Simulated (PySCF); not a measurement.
Species: C₇H₄ClO₂ (charge -1).
Bonds: O1–C2 (double), C2–O3, C2–C4, C4–C5 (aromatic), C5–C6 (aromatic), C6–C7 (aromatic), C7–C8 (aromatic), C8–Cl9, C8–C10 (aromatic), C4–C10 (aromatic). Hydrogens: H11 on C5; H12 on C6; H13 on C7; H14 on C10.

Structure optimised with GFN2-xTB, isolated species.

**Question.** What internal coordinates does the optimisation give?

**Answer.** 
| bond | length (bohr) | order |
| --- | --- | --- |
| O1=C2, C2–O3 | 2.336 | double/single |
| C2–C4 | 2.977 | single |
| C4–C5 | 2.623 | aromatic |
| C5–C6 | 2.613 | aromatic |
| C6–C7 | 2.619 | aromatic |
| C7–C8 | 2.616 | aromatic |
| C8–Cl9 | 3.303 | single |
| C8–C10 | 2.606 | aromatic |
| C4–C10 | 2.624 | aromatic |
| C5–H11 | 2.043 | single |
| C6–H12 | 2.047 | single |
| C7–H13 | 2.043 | single |
| C10–H14 | 2.042 | single |

Bonds in one row agree within 0.02 bohr and their mean is given. Orders are formal, as drawn. A selection of angles:
| angle | degrees |
| --- | --- |
| O1–C2–O3 | 130.2 |
| O1–C2–C4 | 115.0 |
| C2–C4–C5 | 120.5 |
| C2–C4–C10 | 120.0 |
| C5–C4–C10 | 119.5 |
| C4–C5–C6 | 120.7 |
| C4–C5–H11 | 117.7 |
| C6–C5–H11 | 121.6 |
| C5–C6–C7 | 120.2 |
| C5–C6–H12 | 120.6 |
| C7–C6–H12 | 119.2 |
| C6–C7–C8 | 118.6 |
| C6–C7–H13 | 121.1 |
| C8–C7–H13 | 120.3 |
| C7–C8–Cl9 | 118.2 |
| C7–C8–C10 | 122.0 |
| Cl9–C8–C10 | 119.9 |
| C8–C10–H14 | 122.4 |
| C4–C10–C8 | 119.1 |
| C4–C10–H14 | 118.4 |

Dihedral angles: O1–C2–C4–C5 180° (antiperiplanar).

C5 (aromatic CH carbon) is planar (angles 121.6°, 120.7° and 117.7°, sum 360.0°, 0.00 Å off the plane of its three neighbours). C8 (aromatic C–Cl carbon) is planar (angles 122.0°, 119.9° and 118.2°, sum 360.0°, 0.00 Å off the plane of its three neighbours). The 6-membered ring C4–C5–C6–C7–C8–C10 has internal angles of 118.6° to 122.0° (sum 720°, against 720° for a flat polygon); it is planar, 0.00 Å rms from its mean plane, widest ring torsion 0°. C10 (aromatic CH carbon) is planar (angles 122.4°, 119.1° and 118.4°, sum 360.0°, 0.00 Å off the plane of its three neighbours). The C–C distances run from 1.379 Å (C8–C10, aromatic) to 1.575 Å (C2–C4, drawn single), a spread of 0.196 Å. Of the pairs four or more bonds apart, O3···H11 is among the closest relative to their van der Waals radii: 2.44 Å, 90 % of the sum of Bondi's values. The 10 heavy atoms lie in one plane (0.001 Å rms).

Point group: Cs (tolerance 0.08 Å). No frequency check.

All values are computed, not measured.
